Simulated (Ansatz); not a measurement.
Diatomic YCl, multiplicity 3 (an upper state: multiplicity 1 came lower at CCSD(T)/def2-TZVPP on PBE0 minima). No spin–orbit coupling.

Seven points along R, fitted to fifth degree in 1/R; most abundant isotopes. In def2 and cc sets the state is the lowest found near the PBE0 minimum, followed along R.

Correlated levels freeze the inner cores; with def2 sets outer-core shells near the valence are correlated too.

The values were computed with Ansatz (Gaussian basis) for Hartree–Fock, density functionals and correlated methods.  In def2 rows elements past Kr take small-core potentials, without spin–orbit coupling.

```tsv
level	r_e (Å)	ω_e (cm⁻¹)	ω_e x_e (cm⁻¹)	dipole (D)
PBE/def2-TZVPP	2.429	348	1.1	3.89
PBE0/def2-TZVPP	2.431	(withheld)	1.1	4.13
wB97X-V/def2-TZVPP	2.454	344	1.0	4.13
CCSD/def2-TZVPP	2.466	343	1.0	-
CCSD(T)/def2-TZVPP	(withheld)	(withheld)	1.1	-
```

Task: What belongs in the gaps?

Result: 
- CCSD(T)/def2-TZVPP, r_e (Å): 2.460
- CCSD(T)/def2-TZVPP, ω_e (cm⁻¹): 345
- PBE0/def2-TZVPP, ω_e (cm⁻¹): 350

Ansatz is a first-principles code.
